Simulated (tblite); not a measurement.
Compound: C₅H₈OSSi₂.
Geometry (GFN2-xTB, Å), atoms numbered from 1 in this order:
```xyz
17
C5H8OSSi2 angstrom
C      3.7492    1.3717   -0.2578
C      2.7976    0.7739   -0.6842
Si     1.3170   -0.1169   -1.3458
C     -0.2633    0.3803   -0.4590
C     -0.7840   -0.6219    0.2603
S     -2.2369   -0.5753    1.2326
C     -2.8251    1.1380    1.0488
Si     0.2171   -2.2353    0.1820
O      1.3681   -1.6897   -0.8366
H      4.5868    1.8865    0.1179
H      1.2855   -0.1568   -2.8036
H     -0.7056    1.3638   -0.5171
H     -3.0625    1.3359    0.0073
H     -2.0645    1.8231    1.4125
H     -3.7201    1.2164    1.6574
H     -0.5033   -3.3133   -0.4817
H      0.8369   -2.5684    1.4572
```

Method: GFN2-xTB as coded in tblite; computed harmonic values from a numerical Hessian at the method's own geometry, unscaled. This tight-binding method is rough: wavenumbers can miss measured ones by several per cent, in bad cases by 10 to 20. Modes of hydrogen on silicon can be 10 to 20 % off. One conformer, not necessarily the lowest.

Harmonic wavenumbers (cm⁻¹): 49.9, 58.6, 81.0, 137.6, 167.3, 175.3, 200.8, 249.3, 271.3, 286.9, 334.7, 341.6, 391.5, 523.8, 561.6, 566.8, 586.6, 615.7, 634.0, 676.2, 681.0, 697.7, 718.9, 754.7, 778.3, 795.1, 822.3, 890.0, 931.8, 932.7, 952.9, 1207.5, 1305.7, 1450.0, 1452.9, 1541.5, 2211.7, 2283.7, 2309.4, 2324.0, 3024.1, 3030.1, 3059.1, 3060.8, 3353.2.

A = 1686, B = 625.2, C = 507.7 MHz; mass 171.983 u (most abundant isotopes); point group C1, symmetry number 1.

**Question.** What is the zero-point energy?

**Answer.** ½Σν̃ = 23740 cm⁻¹ = 283.99 kJ/mol.

**Question.** What is S at 273.15 K and 1 bar for an ideal gas of classical rigid rotors and harmonic oscillators?

**Answer.** Translation 171.23, rotation 127.67, vibration 140.93: S = 439.8 J/(mol K).

**Question.** And Cp and H(273.15 K) − H(0)?

**Answer.** Cp = 182.31 J/(mol K), of which vibrations give 149.05 (their classical limit is 45 R = 374.2); H(273.15 K) − H(0) = 29.83 kJ/mol without the zero-point energy, 20.74 from vibrations.

**Question.** Which modes carry the vibrational entropy at 273.15 K?

**Answer.** 49.9 cm⁻¹: 19.45; 58.6 cm⁻¹: 18.12; 81.0 cm⁻¹: 15.46; 137.6 cm⁻¹: 11.17; 167.3 cm⁻¹: 9.63; 175.3 cm⁻¹: 9.27 J/(mol K); the other 39 give 57.83 together.

**Question.** What must be added to the electronic energy to get the Gibbs energy at 273.15 K and 1 bar?

**Answer.** ZPE + [H(273.15 K) − H(0)] − T·S = 283.99 + 29.83 − 120.14 = 193.68 kJ/mol.

Hindered rotation and anharmonicity are outside this model. Other conformers, if any are populated, would add a mixing term that is left out. The structure is chiral; the term R ln 2 for an equal mix with its mirror image is left out.
